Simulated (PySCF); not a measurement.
Species: C₂H₈AsGeNO.
Cartesian coordinates in Å at the PBE0-D3(BJ)/def2-SVP level; atoms count from 1:
```xyz
14
C2H8AsGeNO angstrom
C     -1.351   -0.905   -0.766
N     -0.639    0.015    0.088
C     -0.829    1.351    0.032
O     -0.217    2.137    0.732
Ge     0.667   -0.482    1.357
As     2.692    0.782    0.969
H     -2.039   -0.346   -1.420
H     -0.665   -1.477   -1.412
H     -1.950   -1.624   -0.184
H     -1.593    1.681   -0.714
H      0.087   -0.220    2.756
H      0.803   -2.001    1.119
H      2.347    0.907   -0.510
H      3.516   -0.483    0.712
```

The closed-shell ground state was solved at several levels (PySCF, density fitting, gas phase). The calculation is non-relativistic and has no spin–orbit coupling, an omission that weighs most on arsenic and germanium.

| level | basis functions | total energy (Eh) | HOMO (eV) | LUMO (eV) | gap (eV) | dipole (D) |
| --- | --- | --- | --- | --- | --- | --- |
| CAM-B3LYP/def2-SVPD | 223 | -4523.3705 | -8.43 | 0.50 | 8.93 | 3.76 |
| PBE0/pcSseg-1 | 190 | -4522.6544 | -7.16 | -0.04 | 7.12 | 3.89 |

(1) Estimate the row for B3LYP/pcJ-1 (pcSseg-1 on As, pcSseg-1 on Ge), a basis of 270 functions; the other rows only guide the guess.

(2) Over all these levels, which gives the widest orbital gap and which the narrowest?

(3) How far do the dipole and the HOMO energy spread over the levels?

## Answers

(1) Total energy -4523.5624 Eh, HOMO -6.94 eV, LUMO -0.29 eV, gap 6.65 eV, dipole 3.74 D.

(2) CAM-B3LYP/def2-SVPD (range-separated hybrid) has the widest, 8.93 eV, and B3LYP/pcJ-1 (pcSseg-1 on As, pcSseg-1 on Ge) (global hybrid, 20 % exact exchange) the narrowest, 6.65 eV. Functional and basis both differ between the two, so the spread mixes both effects.

(3) The dipole runs from 3.74 to 3.89 D (mean 3.80 D) and the HOMO from -8.43 to -6.94 eV.

One conformer stands for the species.
